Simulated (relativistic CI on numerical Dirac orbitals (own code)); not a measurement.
## Hyperfine structure of Rh XXIII, mass number 103

Method of calculation: Dirac-Coulomb-Breit CI, KLI orbitals optimised for each configuration, QED by a radiative potential, unscaled Slater integrals (own radial code, finite nucleus).

Configuration list (outside the closed core [Ne]): 3s²3p⁶3d⁵, 3s²3p⁵3d⁶, 3s²3p⁴3d⁷, 3s3p⁶3d⁶, 3p⁶3d⁷, 3s3p⁵3d⁷, 3s²3p⁶3d⁴4s, 3s²3p⁶3d⁴4p, 3s²3p⁶3d⁴4d, 3s²3p⁶3d⁴4f, 3s²3p⁵3d⁵4s, 3s²3p⁶3d³4s², 3s²3p⁶3d⁴5s, 3s²3p⁶3d³4p², 3s3p⁶3d⁵4s, 3s²3p⁶3d⁴5d. Levels of other configurations are missing.

Nuclear spin I = 1/2, μ = -0.08829 μN (tables of Stone and Pyykkö). The electronic factors are computed for point nuclear moments, without core polarisation or the Bohr-Weisskopf and QED corrections.

```
           Level   E (eV)  A (MHz)
 3s²3p⁶3d⁵ ⁴G7/2  14.0395    -1300
 3s²3p⁶3d⁵ ⁴P3/2  14.1881    -1278
3s²3p⁶3d⁵ ⁴G11/2  14.4626    -1404
 3s²3p⁶3d⁵ ⁴G9/2  15.0755    -1304
 3s²3p⁶3d⁵ ⁴P1/2  15.6552    368.2
 3s²3p⁶3d⁵ ⁴D7/2  17.9573   -986.9
 3s²3p⁶3d⁵ ⁴D1/2  19.9776    -2839
 3s²3p⁶3d⁵ ⁴D3/2  20.3867    -1479
```

Levels with J = 0, under 50 % of one LS term, or S terms without an open s electron are left out. Small factors come from cancelling terms and can be off by tens of per cent or more.

At this charge energies of transitions that change n are usually good to better than 1 %, and those within a shell (Δn = 0) to a few per cent. Terms inside the open d or f shell come out 10 to 20 % too wide with unscaled integrals.

Q: Give the hyperfine levels of 3s²3p⁶3d⁵ ⁴G7/2 relative to its centre of gravity.

A: With K = F(F + 1) − I(I + 1) − J(J + 1), E = AK/2: F = 3: 2924, F = 4: -2274 MHz.

LS names give the leading component of a level, which can be under half, so a name can repeat, a term be missing and a line seem to break the LS rules.
